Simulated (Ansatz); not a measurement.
Reaction (ligand exchange at the Si–O bond): `O[SiH2]S[SiH2]F` + CH₃OH → `CO[SiH2]S[SiH2]F` + H₂O

Calculated with Ansatz (gas phase, PBE0-D4/def2-TZVP geometries, no zero-point term in ΔE). CCSD(T)/CBS adds triple-zeta CCSD(T) − MP2 to the extrapolated MP2 energy (def2 sets, frozen cores). This one scheme is used for every species. Functionals use def2-TZVPP. B3LYP here is the variant with VWN-RPA as its local correlation; programs differ in this. One conformer a species, not always the lowest.

```
             level  ΔE (kcal/mol)  difference from CCSD(T)/CBS
            PBE-D4            0.8                          1.0
         r2SCAN-D4            0.7                          0.9
           PBE0-D4            0.6                          0.8
          B3LYP-D4           -0.2                          0.0
           ωB97X-V            0.4                          0.6
           ωB97M-V            0.4                          0.6
            B2PLYP            1.2                          1.4
               PBE            2.3                          2.5
            r2SCAN            1.2                          1.4
              PBE0            2.0                          2.2
             B3LYP            2.2                          2.4
     HF/def2-TZVPP            2.0                          2.2
    MP2/def2-TZVPP           -0.2                          0.0
SCS-MP2/def2-TZVPP            0.3                          0.5
   CCSD/def2-TZVPP            0.3                          0.5
CCSD(T)/def2-TZVPP            0.0                          0.2
     HF/def2-QZVPP            2.0                          2.2
    MP2/def2-QZVPP           -0.4                         -0.2
SCS-MP2/def2-QZVPP            0.1                          0.3
      HF/CBS(def2)            2.0                          2.2
     MP2/CBS(def2)           -0.4                         -0.2
    CCSD/CBS(def2)            0.1                          0.3
       CCSD(T)/CBS           -0.2                            0
```

Largest T1 diagnostic among the species: 0.012.

The D4 term adds −2.4 kcal/mol with B3LYP and −1.4 kcal/mol with PBE0; it sums over pairs of atoms, weighted by their polarisabilities, and B3LYP, whose exchange is more repulsive, gets the larger term. In def2-TZVPP, CCSD(T) changes the Hartree–Fock value by −2.0 kcal/mol (the triples alone add −0.3 kcal/mol) and MP2 by −2.2 kcal/mol.
